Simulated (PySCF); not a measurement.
PySCF input (M06-2X/6-31G* with LANL2DZ past Ar (5d)):

```python
from pyscf import gto, dft

mol = gto.M(
    atom='''
    K    -0.00000000   -0.00000000   -0.73765491
    F     0.00000000    0.00000000    1.55727147
    ''',
    basis={'default': '6-31g*', 'K': 'lanl2dz'},
    ecp={'K': 'lanl2dz'},
    charge=-1,
    spin=1,
    symmetry='C2v',
    verbose=4,
)

mf = dft.UKS(mol, xc='m062x')
mf.grids.level = 4
mf.conv_tol = 1e-9
mf.max_cycle = 100
mf.max_memory = 1500
mf.kernel()
if not mf.converged:
    mf = mf.newton()
    mf.kernel(mf.make_rdm1())
mf.dip_moment()
```

From the last part of the output:

```
alpha HOMO (A1) = 0.0241771649944056  LUMO (B2) = 0.105979580686667
beta  HOMO (B2) = -0.096734653351807  LUMO (A1) = 0.0523750619354777
  HOMO = 0.0241771649944  LUMO = 0.0523750619355  gap/eV = 0.76730
cycle= 7 E= -127.892522723373  delta_E= -3.1e-05  |g|= 0.0011  |ddm|= 0.0266
alpha HOMO (A1) = 0.0241646310131465  LUMO (B2) = 0.105949984597347
beta  HOMO (B1) = -0.0966832277151669  LUMO (A1) = 0.0484004576976633
  HOMO = 0.0241646310131  LUMO = 0.0484004576977  gap/eV = 0.65949
cycle= 8 E= -127.892525512955  delta_E= -2.79e-06  |g|= 0.000231  |ddm|= 0.00633
alpha HOMO (A1) = 0.0241357309345296  LUMO (B1) = 0.105897335614994
beta  HOMO (B1) = -0.0967049051347905  LUMO (A1) = 0.0483838984548242
  HOMO = 0.0241357309345  LUMO = 0.0483838984548  gap/eV = 0.65983
cycle= 9 E= -127.892525886327  delta_E= -3.73e-07  |g|= 4.93e-05  |ddm|= 0.00344
alpha HOMO (A1) = 0.0241253252815135  LUMO (B2) = 0.105881057545673
beta  HOMO (B1) = -0.0967153595318171  LUMO (A1) = 0.0483441694393627
  HOMO = 0.0241253252815  LUMO = 0.0483441694394  gap/eV = 0.65903
cycle= 10 E= -127.892525903786  delta_E= -1.75e-08  |g|= 1.62e-05  |ddm|= 0.000927
alpha HOMO (A1) = 0.0241233372165048  LUMO (B1) = 0.105878001768371
beta  HOMO (B1) = -0.0967293391411688  LUMO (A1) = 0.0483249519124977
  HOMO = 0.0241233372165  LUMO = 0.0483249519125  gap/eV = 0.65856
cycle= 11 E= -127.892525904159  delta_E= -3.73e-10  |g|= 2.34e-06  |ddm|= 9.83e-05
alpha HOMO (A1) = 0.0241231845910312  LUMO (B1) = 0.105878594648758
beta  HOMO (B2) = -0.0967312155371449  LUMO (A1) = 0.0483171002965181
  HOMO = 0.024123184591  LUMO = 0.0483171002965  gap/eV = 0.65835
Extra cycle  E= -127.892525904168  delta_E= -8.9e-12  |g|= 9.11e-07  |ddm|= 9.33e-06
converged SCF energy = -127.892525904168  <S^2> = 0.75385404  2S+1 = 2.0038503

WARN: System has nonzero charge -1; the dipole moment is origin-dependent.
Location of origin: [0. 0. 0.]

Dipole moment(X, Y, Z, Debye):  0.00000,  0.00000,  1.56222
```

The dipole moment of an ion depends on the origin.
